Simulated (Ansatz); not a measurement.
`[OH][Ge]([F])([Cl])[Cl]` + H₂S → `[F][Ge]([SH])([Cl])[Cl]` + H₂O at 600 K and 1 bar (ligand exchange at a Ge–O bond).

Calculated with Ansatz (gas phase, PBE0-D4/def2-TZVP geometries, no zero-point term in ΔE). CBS: MP2 limit from def2 TZ/QZ plus the TZ coupled-cluster correction, frozen cores. This one scheme is used for every species. For Ge outer-core shells are correlated without core-valence functions, which leaves a few kJ/mol of doubt a bond. Scalar relativity is left out up to krypton. Each species was taken in one conformer, which may not be the lowest.

```
                  species  CCSD(T)/CBS energy (Eh)  H − E (kJ/mol)  S (J/(mol·K))
`[OH][Ge]([F])([Cl])[Cl]`              -3171.38906           104.0          436.5
                      H₂S               -398.97279            60.8          230.9
`[F][Ge]([SH])([Cl])[Cl]`              -3493.98744            95.4          452.3
                      H₂O                -76.37941            76.8          212.8
```

H − E and S are ideal-gas, rigid-rotor, harmonic terms from PBE0-D4/def2-TZVP, for one conformer and one mirror image of each species. 1 Eh = 2625.50 kJ/mol, R = 8.31446 J/(mol·K).

Q: By hand: ΔE, ΔH, ΔS and ΔG.

A: ΔE = (-3493.98744) + (-76.37941) − (-3171.38906) − (-398.97279) = -0.00500 Eh = -13.1 kJ/mol. Δ(H − E) = 95.4 + 76.8 − 104.0 − 60.8 = 7.4, so ΔH = -5.7 kJ/mol. ΔS = 452.3 + 212.8 − 436.5 − 230.9 = -2.3 J/(mol·K). ΔG = -5.7 − 600 × (-2.3)/1000 = -4.3 kJ/mol.

Q: By hand: the equilibrium constant, and the temperature at which ΔG would vanish if ΔH and ΔS stayed fixed.

A: log₁₀ K = −ΔG/(RT ln 10) = 0.4. ΔG = 0 at ΔH/ΔS = 2478 K, though so small a ΔH makes that figure unsure.

The number of gas molecules stays the same, so ΔS is small and ΔH decides. The sign of ΔG lies within the doubt. A doubt of 5 kJ/mol in ΔE shifts log₁₀ K by 0.4 here. Other conformers and mirror images would add mixing entropy, several J/(mol·K) or more a flexible species. These are equilibria of isolated gas molecules and say nothing of rates. Largest T1 diagnostic: 0.011 (customary marks: 0.02 for closed shells, 0.045 for open ones).
